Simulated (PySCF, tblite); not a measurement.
Dissociation curve of BeH (cation, charge +1), singlet. Each curve is given relative to its own lowest point near equilibrium.

| R / Å | A | B | C |
|---|---|---|---|
| 0.99 | 51.5 | 53.5 | 53.1 |
| 1.07 | 25.1 | 27.9 | 25.8 |
| 1.13 | 12.7 | 16.0 | 12.9 |
| 1.19 | 5.0 | 8.4 | 5.0 |
| 1.26 | 0.7 | 3.2 | 0.5 |
| 1.28 | 0.2 | 2.2 | 0.0 |
| 1.33 | 0.0 | 0.7 | 0.0 |
| 1.36 | 0.6 | 0.2 | 0.7 |
| 1.40 | 2.0 | 0.0 | 2.4 |
| 1.47 | 5.9 | 0.6 | 6.9 |
| 1.54 | 11.2 | 2.1 | 13.0 |
| 1.66 | 22.3 | 6.0 | 25.8 |
| 1.79 | 35.5 | 11.4 | 41.6 |
| 1.99 | 55.2 | 21.4 | 66.8 |
| 2.17 | 70.6 | 31.5 | 88.7 |
| 2.40 | 86.2 | 45.6 | 114.1 |
| 2.67 | 99.0 | 63.2 | 139.7 |
| 2.93 | 107.0 | 80.0 | 159.8 |
| 3.28 | 113.2 | 100.8 | 180.9 |
| 3.63 | 115.7 | 117.9 | 196.4 |
| 4.01 | 116.7 | 131.6 | 208.2 |
| 4.65 | 117.2 | 144.7 | 220.3 |
| 5.26 | 117.3 | — | 226.4 |

Energies in mEh.

Question: Which curve belongs to which method? The methods are tblite with GFN2-xTB, 300 K electronic temperature; PySCF with RHF/cc-pVQZ; CCSD(T) on UHF/cc-pVQZ (PySCF).

Answer: A is UCCSD(T); B is GFN2-xTB; C is RHF.

A dash means that the run gave no value there, or that the column was ended at a point which the program doubted or which failed a test of continuity chosen for this set; such a test can also cut sound points.

The restricted form behind RHF keeps the bonding electrons paired and can't separate into open-shell fragments. The unrestricted determinant behind UCCSD(T) is spin-contaminated at 1.66 to 5.26 Å (<S²> up to 1.0, against 0.00 for a pure singlet).
